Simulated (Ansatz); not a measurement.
Basis-set extrapolation for CH₆AlFSSi (`C[S][Al]([F])[SiH3]`) (PBE0-D4/def2-TZVP geometry, frozen core, Ansatz 0.2.0). Multiplicity 1, RHF reference.

```tsv
	def2-TZVPP	def2-QZVPP
HF	-1069.390910	-1069.425057
MP2 correlation	-0.803042	-0.870231
CCSD(T) correlation	-0.891781	not run
```

Energies in hartree. Use E(X) = E(∞) + A·exp(−7.88·√X) for Hartree–Fock and E(X) = E(∞) + B·X^(−2.97) for correlation, with X = 3 and 4, and add CCSD(T) minus MP2 of the smaller set to the MP2 limit.

Q: What is the CCSD(T) energy at the basis-set limit?

A: HF limit: -1069.425057 + (-0.034147) × 0.13774 = -1069.42976. MP2 limit: -0.870231 + (-0.067189) × 0.74074 = -0.92000. Higher-order term: -0.891781 − (-0.803042) = -0.08874. Total: -1070.43850 hartree, 97.8 kcal/mol below CCSD(T)/def2-TZVPP.
